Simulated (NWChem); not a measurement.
Species: AlI$_{2}$ cation; SMILES [I][Al+][I]

```xyz
3

Al     0.0000     0.0000     0.0000
I      0.0000     0.0000     2.3613
I      0.0000     0.0000    -2.3613
```
Atoms are numbered in this order, from 1.

Program: NWChem. All runs use the structure optimised with PBE0/def2-SVP (def2 core potentials past Kr).

### Question
What does the run give for PBE/STO-3G (all-electron, non-relativistic)? Quantities: highest occupied level (eV); orbital gap (eV).

### Answer
```
Item                         Result
---------------------------  ------
highest occupied level (eV)  -10.21
orbital gap (eV)               3.69
```
